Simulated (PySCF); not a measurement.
trans-(1R,2R)-1-chloro-2-fluorocyclopropane (C3H4ClF), SMILES F[C@@H]1C[C@H]1Cl.

The structure is a stationary point at PBE0-D3(BJ)/def2-SVP.

Two levels are set side by side: PBE/def2-TZVP (PySCF) and B3LYP/def2-TZVP (PySCF). Same geometry, gas phase. Differences are taken from unrounded values.

```json
[
 {"quantity": "orbital gap (eV)", "B3LYP": "7.96"},
 {"quantity": "highest occupied level (eV)", "B3LYP": "-7.76"},
 {"quantity": "lowest empty level (eV)", "B3LYP": "0.21"},
 {"quantity": "dipole moment (D)", "B3LYP": "1.18"},
 {"quantity": "mean polarisability (bohr³)", "B3LYP": "46.2"}
]
```

Question: What does PBE give, and how far is it from B3LYP? (The exact figures need the calculation; the answer reports its results.)

Answer: 
| quantity | PBE | PBE minus B3LYP |
|---|---|---|
| orbital gap (eV) | 5.95 | -2.01 |
| highest occupied level (eV) | -6.59 | 1.17 |
| lowest empty level (eV) | -0.64 | -0.84 |
| dipole moment (D) | 1.13 | -0.04 |
| mean polarisability (bohr³) | 47.3 | 1.1 |

Without exact exchange PBE keeps part of each electron's self-repulsion, which lifts occupied levels and narrows the gap. Differences between two approximate levels are no errors against the true value.

Rough cost on one machine, each run with all the roots and properties that it gave: B3LYP against PBE within a factor of 2.
